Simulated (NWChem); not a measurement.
System: N-methylmethanimine (C₂H₅N); SMILES C=NC

The following NWChem deck was run.

```
start job
memory heap 200 mb stack 900 mb global 1100 mb
geometry units angstroms noautosym nocenter noautoz
  C     -0.122660     1.135780     0.000000
  N      0.539145    -0.137443     0.000000
  C     -0.164630    -1.184008     0.000000
  H      0.200402     1.714094     0.880980
  H      0.200402     1.714094    -0.880980
  H     -1.230277     1.075240     0.000000
  H     -1.275026    -1.175491     0.000000
  H      0.324506    -2.169141     0.000000
end
basis spherical
  * library 6-31g*
end
dft
  xc hfexch
  iterations 150
  mulliken
end
task dft energy
esp
  recalculate
  probe 0.07
  range 0.3
  factor 1.0
  spacing 0.02
end
task esp
```

Output (shortened):

```
             Northwest Computational Chemistry Package (NWChem) 7.3.0
             --------------------------------------------------------

                             Geometry "geometry" -> ""
                             -------------------------

 Output coordinates in angstroms (scale by  1.889725989 to convert to a.u.)

  No.       Tag          Charge          X              Y              Z
 ---- ---------------- ---------- -------------- -------------- --------------
    1 C                    6.0000    -0.12266000     1.13578000     0.00000000
    2 N                    7.0000     0.53914500    -0.13744300     0.00000000
    3 C                    6.0000    -0.16463000    -1.18400800     0.00000000
    4 H                    1.0000     0.20040200     1.71409400     0.88098000
    5 H                    1.0000     0.20040200     1.71409400    -0.88098000
    6 H                    1.0000    -1.23027700     1.07524000     0.00000000
    7 H                    1.0000    -1.27502600    -1.17549100     0.00000000
    8 H                    1.0000     0.32450600    -2.16914100     0.00000000

 Effective nuclear repulsion energy (a.u.)      72.2350758756

  xc_inp: hfexch multiplicative factor not found.

                                 NWChem DFT Module
                                 -----------------

 Summary of "ao basis" -> "ao basis" (spherical)
 ------------------------------------------------------------------------------
       Tag                 Description            Shells   Functions and Types
 ---------------- ------------------------------  ------  ---------------------
 C                           6-31g*                  6       14   3s2p1d
 N                           6-31g*                  6       14   3s2p1d
 H                           6-31g*                  2        2   2s

            General Information
            -------------------
          SCF calculation type: DFT
          Wavefunction type:  closed shell.
          No. of atoms     :     8
          No. of electrons :    24
           Alpha electrons :    12
            Beta electrons :    12
          Charge           :     0
          Spin multiplicity:     1
          Use of symmetry is: off; symmetry adaption is: off
          Maximum number of iterations: 150
          AO basis - number of functions:    52
                     number of shells:    28
          Convergence on energy requested:  1.00D-06
          Convergence on density requested:  1.00D-05
          Convergence on gradient requested:  5.00D-04

              XC Information
              --------------
                     Hartree-Fock (Exact) Exchange  1.000

      Superposition of Atomic Density Guess
      -------------------------------------

 Sum of atomic energies:        -132.10540924

      Non-variational initial energy
      ------------------------------

 Total energy =    -133.817907
 1-e energy   =    -319.810997
 2-e energy   =     113.758014
 HOMO         =      -0.301099
 LUMO         =       0.002308

     ---------------------------------------------
      Total Density - Mulliken Population Analysis
     ---------------------------------------------

    Atom       Charge   Shell Charges
 -----------   ------   -------------------------------------------------------
    1 C    6     6.46   2.00  0.71  1.96  0.64  1.10  0.05
    2 N    7     7.54   2.00  0.85  2.44  0.83  1.39  0.04
    3 C    6     6.00   2.00  0.73  1.76  0.58  0.88  0.05
    4 H    1     0.79   0.47  0.31
    5 H    1     0.79   0.47  0.31
    6 H    1     0.81   0.47  0.34
    7 H    1     0.83   0.47  0.36
    8 H    1     0.81   0.47  0.33

   convergence    iter        energy       DeltaE   RMS-Dens  Diis-err
 ---------------- ----- ----------------- --------- --------- ---------
 d= 0,ls=0.0,diis     1   -133.0163279046 -2.05D+02  6.99D-03  2.63D-01
 d= 0,ls=0.0,diis     2   -133.0500781185 -3.38D-02  3.77D-03  7.22D-02
 d= 0,ls=0.0,diis     3   -133.0577673761 -7.69D-03  1.33D-03  6.67D-03
 d= 0,ls=0.0,diis     4   -133.0589038825 -1.14D-03  4.24D-04  1.95D-04
 d= 0,ls=0.0,diis     5   -133.0589618905 -5.80D-05  1.98D-04  3.98D-05
  Resetting Diis
 d= 0,ls=0.0,diis     6   -133.0589755844 -1.37D-05  8.56D-05  7.54D-06
 d= 0,ls=0.0,diis     7   -133.0589778916 -2.31D-06  1.21D-05  3.88D-07
 d= 0,ls=0.0,diis     8   -133.0589779800 -8.84D-08  5.54D-06  6.74D-08

         Total DFT energy =     -133.058977979966
      One electron energy =     -322.025431099303
           Coulomb energy =      135.437343107817
    Exchange-Corr. energy =      -18.705965864032
 Nuclear repulsion energy =       72.235075875552

 Numeric. integr. density =        0.000000000000

                       DFT Final Molecular Orbital Analysis
                       ------------------------------------

 Vector   10  Occ=2.000000D+00  E=-5.284388D-01
              MO Center= -2.0D-01,  3.4D-01, -1.3D-15, r^2= 2.9D+00
   Bfn.  Coefficient  Atom+Function         Bfn.  Coefficient  Atom+Function
  ----- ------------  ---------------      ----- ------------  ---------------
     4      0.272162  1 C  py                 3      0.248376  1 C  px
    32      0.237784  3 C  py                47     -0.189816  6 H  s
    18     -0.167216  2 N  py                48     -0.164907  6 H  s
    51     -0.163020  8 H  s                  7      0.149183  1 C  px
     8      0.139503  1 C  py                43      0.136679  4 H  s

 Vector   11  Occ=2.000000D+00  E=-4.150796D-01
              MO Center=  1.7D-01, -2.3D-01, -1.9D-15, r^2= 2.0D+00
   Bfn.  Coefficient  Atom+Function         Bfn.  Coefficient  Atom+Function
  ----- ------------  ---------------      ----- ------------  ---------------
    19      0.379712  2 N  pz                33      0.347575  3 C  pz
    23      0.298490  2 N  pz                37      0.263410  3 C  pz
     5     -0.184327  1 C  pz                44     -0.146838  4 H  s
    46      0.146838  5 H  s                 43     -0.127041  4 H  s
    45      0.127041  5 H  s                  9     -0.091781  1 C  pz

 Vector   12  Occ=2.000000D+00  E=-4.034030D-01
              MO Center=  3.1D-01, -2.2D-01,  3.0D-16, r^2= 1.9D+00
   Bfn.  Coefficient  Atom+Function         Bfn.  Coefficient  Atom+Function
  ----- ------------  ---------------      ----- ------------  ---------------
    17      0.490815  2 N  px                21      0.405588  2 N  px
    20      0.249813  2 N  s                 50      0.201790  7 H  s
    48      0.175699  6 H  s                  3     -0.165068  1 C  px
    31     -0.165297  3 C  px                49      0.143939  7 H  s
    16      0.134765  2 N  s                 52     -0.129707  8 H  s

 Vector   13  Occ=0.000000D+00  E= 1.684284D-01
              MO Center=  7.8D-02, -6.7D-01, -5.8D-15, r^2= 2.2D+00
   Bfn.  Coefficient  Atom+Function         Bfn.  Coefficient  Atom+Function
  ----- ------------  ---------------      ----- ------------  ---------------
    37      0.720912  3 C  pz                23     -0.618719  2 N  pz
    19     -0.383601  2 N  pz                33      0.358614  3 C  pz
    44      0.263391  4 H  s                 46     -0.263391  5 H  s
     9     -0.091330  1 C  pz                43      0.064106  4 H  s
    45     -0.064106  5 H  s                 11      0.027843  1 C  d -1

 Vector   14  Occ=0.000000D+00  E= 2.483156D-01
              MO Center= -6.0D-01,  1.2D-01, -9.6D-14, r^2= 5.4D+00
   Bfn.  Coefficient  Atom+Function         Bfn.  Coefficient  Atom+Function
  ----- ------------  ---------------      ----- ------------  ---------------
     6      1.723512  1 C  s                 34      1.054812  3 C  s
    48     -0.990803  6 H  s                 50     -0.974714  7 H  s
    52     -0.824326  8 H  s                 44     -0.783070  4 H  s
    46     -0.783070  5 H  s                 36     -0.484980  3 C  py
    35     -0.437925  3 C  px                 8      0.415665  1 C  py

[...]

                     NWChem Electrostatic Potential Fit Module
                     -----------------------------------------

 Atom parameters

 Number of atoms is                                    8
 Number of basis functions is                         52

 Grid parameters

 Maximum number of grid points is                  33706
 Number of grid points is                          33705
 Grid range                                     0.300000 nm
 Grid spacing                                   0.020000 nm
 Probe radius                                   0.070000 nm
 Atom radius factor                             1.000000

 Atomic radii

    1    0.100000
    6    0.147000
    7    0.140000
 FASTESP  F
  using M.O. file = ./job.movecs

    Atom              Coordinates                           Charge

                                                  ESP

    1 C    -0.012266    0.113578    0.000000    0.440146
    2 N     0.053915   -0.013744    0.000000   -0.547979
    3 C    -0.016463   -0.118401    0.000000    0.169343
    4 H     0.020040    0.171409    0.088098   -0.044956
    5 H     0.020040    0.171409   -0.088098   -0.044356
    6 H    -0.123028    0.107524    0.000000   -0.073761
    7 H    -0.127503   -0.117549    0.000000    0.051995
    8 H     0.032451   -0.216914    0.000000    0.049567
                                            ------------
                                                0.000000

 Dipole moment                                  0.672072

 Quadrupole moment Qxx                         -3.393826
                   Qyy                          6.154601
                   Qzz                         -2.760776

 RMS deviation kJ/mol                           0.080199

 RRMS %                                        36.685042
```

Level: Hartree-Fock/6-31G* (spherical d). All runs use the structure optimised with PBE0/def2-SVP.
